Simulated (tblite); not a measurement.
Compound: C3H12B2N2.
Bonds: C1–C2 (double), C2–C3, C3–N4, N4–B5, B5–N6, N6–B7, N4–B7. Hydrogens: H8, H9 on C1; H10 on C2; H11, H12 on C3; H13 on N4; H14, H15 on B5; H16, H17 on N6; H18, H19 on B7.
Bond orders are those of one Lewis drawing.

Computed with GFN2-xTB (tblite), gas phase: nudged elastic band of 9 images (0 to 8), spring 0.2 eV/Å², climbing image at the end, force threshold 0.05 eV/Å. No saddle search or frequency run followed, so the top image need not be a first-order saddle, and its height can exceed the method's true barrier by a kcal/mol or more.

The band describes a rotation about C3–N4 (sp3 carbon bound to nitrogen, nitrogen bonded to 2 B, C and H), followed by the dihedral C2–C3–N4–B5, from the optimised start (-177°) to a second optimised geometry at -60°.

Problem. How does the energy change from image to image?

Solution. 
| image | dihedral (°) | E (kJ/mol) | C3–N4 (Å) | C2···B5 (Å) | largest true force (eV/Å) |
| --- | --- | --- | --- | --- | --- |
| 0 | -177 | 0.00 | 1.461 | 3.93 | 0.01 |
| 1 | -163 | 3.00 | 1.463 | 3.92 | 0.03 |
| 2 | -149 | 11.32 | 1.468 | 3.89 | 0.05 |
| 3 | -135 | 19.93 | 1.474 | 3.84 | 0.05 |
| 4 | -121 | 24.12 | 1.478 | 3.74 | 0.03 |
| 5 | -106 | 22.68 | 1.478 | 3.62 | 0.03 |
| 6 | -90 | 17.24 | 1.474 | 3.45 | 0.03 |
| 7 | -73 | 11.24 | 1.469 | 3.28 | 0.03 |
| 8 | -60 | 8.79 | 1.466 | 3.16 | 0.01 |

Barriers of this band. The top is image 4 at -121°: 24.12 kJ/mol forward and 15.33 kJ/mol back; the end lies 8.79 kJ/mol above the start. The central bond is 0.017 Å longer at the top than at the start.

Problem. What rate follows at 350 K for crossing this barrier forward?

Solution. Taking the electronic barrier for the free energy of activation (no zero-point or entropy terms, transmission 1), rate = (kT/h)·exp(−ΔE/kT) ≈ 2 × 10^9 s⁻¹, whose inverse is 5 × 10^-10 s. An error of 1 kcal/mol in the barrier changes this by a factor of 4, and the method and the loose band can each miss by that much or more.

Problem. How would the two end points share their population at 350 K, from these energies alone?

Solution. exp(−ΔE/kT) with ΔE = 0.091 eV gives 0.049 for the higher one (end) against 1 for the lower, without vibrational, rotational or degeneracy terms.

Problem. How long is the path, and how are the images spaced?

Solution. Cartesian distances between aligned neighbours (all atoms, Å): 0.83, 0.82, 0.83, 0.85, 0.81, 0.83, 0.86, 0.93; the sum is 6.77 Å, and the top lies 49 % of the way along.

The cost below is that of the whole band run. The run took 2.8 s on Arm Neoverse V2, one thread, shared host, and the process peaked at 0.19 GiB of memory.
